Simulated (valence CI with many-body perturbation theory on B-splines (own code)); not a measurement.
**In18+: one-electron terms**

Computed by configuration interaction combined with many-body perturbation theory (CI+MBPT): three valence electrons over a frozen Dirac-Fock core [Ar] 3d10, a basis of 11 s, 11 p, 10 d, 8 f, 5 g, 2 h functions for each j, with the one-electron correlation potential Σ1, the two-electron term Σ2, the three-electron term Σ3, Breit, model QED; selected CI, second order for the rest, scaled by the run's own slope (own B-spline code, finite nucleus).

No measured spectrum was set against this ion. As an estimate, levels hold to about 250 cm⁻¹ or 0.2 % of their energy and the worst to 1 %, as in measured heavy ions of charge 2 to 7; those with d or f electrons hold less well.

These are the spectroscopic orbitals of the CI (the correlating ones are not listed), shaped by the core and the other valence electrons. h is the expectation value of the core's Dirac-Fock operator, without the valence repulsion; Σ1 is computed up to l = 3 at one energy for each symmetry, that of its lowest orbital but kept below the first core excitation, so for empty shells it is not the orbital's own correlation shift; Breit and QED include the response of the core.

| Orbital | h (hartree) | Σ1 (cm⁻¹) | Breit (cm⁻¹) | QED (cm⁻¹) | ⟨r⟩ (bohr) |
| --- | --- | --- | --- | --- | --- |
| 4s1/2 | -21.755 | -11768 | 2003 | 1535 | 0.7524 |
| 5s1/2 | -12.481 | -3903 | 837 | 645 | 1.318 |
| 6s1/2 | -8.1089 | -1804 | 419 | 326 | 2.048 |
| 7s1/2 | -5.6952 | -1002 | 243 | 189 | 2.932 |
| 8s1/2 | -4.2199 | -618 | 153 | 120 | 3.973 |
| 9s1/2 | -3.2522 | -409 | 103 | 80.4 | 5.172 |
| 4p1/2 | -20.175 | -11556 | 3101 | -72.8 | 0.7689 |
| 5p1/2 | -11.752 | -3909 | 1299 | -29.9 | 1.364 |
| 6p1/2 | -7.719 | -1878 | 677 | -15.5 | 2.114 |
| 7p1/2 | -5.4623 | -1062 | 398 | -9.0 | 3.020 |
| 8p1/2 | -4.07 | -663 | 254 | -5.8 | 4.084 |
| 9p1/2 | -3.15 | -442 | 172 | -3.9 | 5.306 |
| 4p3/2 | -19.791 | -10809 | 1939 | 76.5 | 0.7852 |
| 5p3/2 | -11.582 | -3733 | 814 | 32.5 | 1.385 |
| 6p3/2 | -7.629 | -1809 | 443 | 17.1 | 2.139 |
| 7p3/2 | -5.4088 | -1028 | 261 | 10.1 | 3.051 |
| 8p3/2 | -4.0355 | -643 | 167 | 6.5 | 4.120 |
| 9p3/2 | -3.1265 | -431 | 113 | 4.4 | 5.347 |
| 4d3/2 | -17.207 | -10565 | 1061 | -88.4 | 0.8133 |
| 5d3/2 | -10.407 | -3886 | 478 | -38.4 | 1.457 |
| 6d3/2 | -6.9952 | -1960 | 261 | -20.6 | 2.252 |
| 7d3/2 | -5.0279 | -1140 | 158 | -12.3 | 3.204 |
| 8d3/2 | -3.7887 | -725 | 103 | -8.0 | 4.314 |
| 4d5/2 | -17.133 | -10354 | 571 | -44.9 | 0.8176 |
| 5d5/2 | -10.372 | -3816 | 250 | -19.2 | 1.463 |
| 6d5/2 | -6.9765 | -1925 | 136 | -10.2 | 2.259 |
| 7d5/2 | -5.0165 | -1120 | 81.7 | -6.1 | 3.212 |
| 8d5/2 | -3.7813 | -713 | 53.0 | -3.9 | 4.323 |
| 4f5/2 | -14.431 | -9299 | 194 | -28.2 | 0.8245 |
| 5f5/2 | -9.1937 | -3327 | 102 | -15.7 | 1.515 |
| 6f5/2 | -6.3453 | -1659 | 57.5 | -9.2 | 2.355 |
| 7f5/2 | -4.6369 | -964 | 35.3 | -5.8 | 3.353 |
| 4f7/2 | -14.423 | -9176 | -9.3 | -19.4 | 0.8254 |
| 5f7/2 | -9.1884 | -3274 | -5.4 | -10.8 | 1.516 |
| 6f7/2 | -6.3419 | -1631 | -3.2 | -6.3 | 2.357 |
| 7f7/2 | -4.6347 | -948 | -2.1 | -4.0 | 3.355 |
| 5g7/2 | -8.7882 |  | 1.4 | -1.7 | 1.419 |
| 6g7/2 | -6.1063 |  | 1.4 | -1.2 | 2.278 |
| 7g7/2 | -4.4857 |  | 1.1 | -0.9 | 3.297 |
| 5g9/2 | -8.7863 |  | -5.4 | 0.2 | 1.420 |
| 6g9/2 | -6.1053 |  | -4.9 | -0.1 | 2.279 |
| 7g9/2 | -4.485 |  | -3.8 | -0.1 | 3.298 |
| 6h9/2 | -6.0744 |  |  |  | 2.047 |
| 6h11/2 | -6.0736 |  |  |  | 2.047 |

Among the shells of the start configuration 4s2 4p1, Σ1 is largest in size for 4s1/2, where it is 0.25 % of h.

Lowest root of each symmetry, sizes in configuration state functions:

| J | Parity | Roots | Reference | Variational | Second order | Change by selected CI (cm⁻¹) | Change by second order (cm⁻¹) |
| --- | --- | --- | --- | --- | --- | --- | --- |
| 1/2 | even | 17 | 81 | 11590 | 24268 | -837 | 0 |
| 3/2 | even | 26 | 126 | 21170 | 49322 | -555 | 0 |
| 5/2 | even | 26 | 131 | 23899 | 62733 | -838 | 0 |
| 7/2 | even | 16 | 102 | 20541 | 64700 | -1495 | -1 |
| 9/2 | even | 9 | 71 | 18192 | 57538 | -1745 | -2 |
| 11/2 | even | 2 | 33 | 8945 | 34855 | -2155 | -4 |
| 1/2 | odd | 18 | 94 | 12380 | 19746 | -1461 | 0 |
| 3/2 | odd | 28 | 152 | 20213 | 46907 | -1439 | 0 |
| 5/2 | odd | 27 | 158 | 22299 | 55721 | -997 | -1 |
| 7/2 | odd | 20 | 133 | 20862 | 54758 | -969 | 0 |
| 9/2 | odd | 11 | 86 | 16054 | 62526 | -819 | -1 |
| 11/2 | odd | 5 | 46 | 11793 | 49723 | -1784 | -4 |
| 13/2 | odd | 1 | 15 | 4708 | 26907 | -3126 | -4 |
